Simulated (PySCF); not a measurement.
**Bonding in `Cc1cpcn1C1CCC1`**

Species: C₈H₁₂NP.
SMILES with atom numbers: `[CH3:1][c:2]1[cH:3][p:4][cH:5][n:6]1[CH:7]1[CH2:8][CH2:9][CH2:10]1` (hydrogens: H11, H12, H13 on C1; H14 on C3; H15 on C5; H16 on C7; H17, H18 on C8; H19, H20 on C9; H21, H22 on C10)

Cartesian coordinates in Å at the GFN2-xTB level; atoms count from 1:
```
atom  x, y, z in Å
C1    -1.9441   -1.3369    0.2397
C2    -1.7653    0.1110   -0.0682
C3    -2.7554    1.0521   -0.0808
P4    -2.1702    2.6419   -0.5395
C5    -0.6087    1.9550   -0.6898
N6    -0.5479    0.6317   -0.3986
C7     0.6564   -0.1564   -0.4713
C8     2.0073    0.5787   -0.4936
C9     2.5571   -0.4571    0.4971
C10    1.1168   -0.8857    0.8092
H11   -1.5227   -1.5911    1.2117
H12   -1.4652   -1.9603   -0.5148
H13   -3.0056   -1.5693    0.2583
H14   -3.7813    0.8349    0.1566
H15    0.2775    2.4715   -1.0075
H16    0.5742   -0.8553   -1.3129
H17    1.9465    1.5635   -0.0374
H18    2.5008    0.6572   -1.4596
H19    3.1275   -1.2438    0.0083
H20    3.1345   -0.0629    1.3296
H21    0.7288   -0.4041    1.7045
H22    0.9286   -1.9555    0.8583
```

Bond orders from the PBE0/pcSseg-1 density (PySCF). Geometry: GFN2-xTB, one conformer, isolated molecule.

**Question.** How far do the computed orders between heavy atoms stray from the drawn ones?

**Answer.** The largest departure is 0.415, at N6–C2 (drawn aromatic, 1.085), counting aromatic bonds as 1.5. Drawn single, order below 0.88: N6–C7 (0.857). The bonds drawn aromatic range from 1.08 to 1.50.

**Question.** Give the Mayer order of every bond between heavy atoms, beside its length.

**Answer.** 
```
  bond  drawn as  length (Å)  Mayer order
 C1–C2    single       1.491        1.078
 C2–C3  aromatic       1.366        1.500
 C3–P4  aromatic       1.755        1.239
 P4–C5  aromatic       1.713        1.446
 C5–N6  aromatic       1.356        1.218
 N6–C7    single       1.441        0.857
 C7–C8    single       1.538        1.037
 C8–C9    single       1.535        1.046
C9–C10    single       1.535        1.050
 N6–C2  aromatic       1.365        1.085
C10–C7    single       1.544        1.018
```

Bonds between the same two heavy elements. C–C: lowest C10–C7 (1.018, 1.544 Å), highest C2–C3 (1.500, 1.366 Å). C–P: lowest C3–P4 (1.239, 1.755 Å), highest P4–C5 (1.446, 1.713 Å). C–N: lowest N6–C7 (0.857, 1.441 Å), highest C5–N6 (1.218, 1.356 Å).

**Question.** And the bonds to hydrogen?

**Answer.** C–H: 0.92 to 0.96 (12 bonds).

**Question.** Sum the orders of all bonds at each heavy atom with more than one neighbour and set the sums beside the valence in the SMILES.

**Answer.** C1 3.898 (drawn 4), C2 3.663 (drawn 4), C3 3.699 (drawn 4), P4 2.685 (drawn 3), C5 3.609 (drawn 4), N6 3.160 (drawn 3), C7 3.832 (drawn 4), C8 3.965 (drawn 4), C9 4.004 (drawn 4), C10 3.953 (drawn 4). Orders between atoms that aren't bonded are not in these sums.

Mayer orders depend on the basis set.

These values come from a run that also computed NMR shieldings. Hardware: an Intel Xeon Platinum 8259CL at 2.50 GHz with one thread, shared host. Cost: 73 s of wall time, 1.1 GiB resident at most.
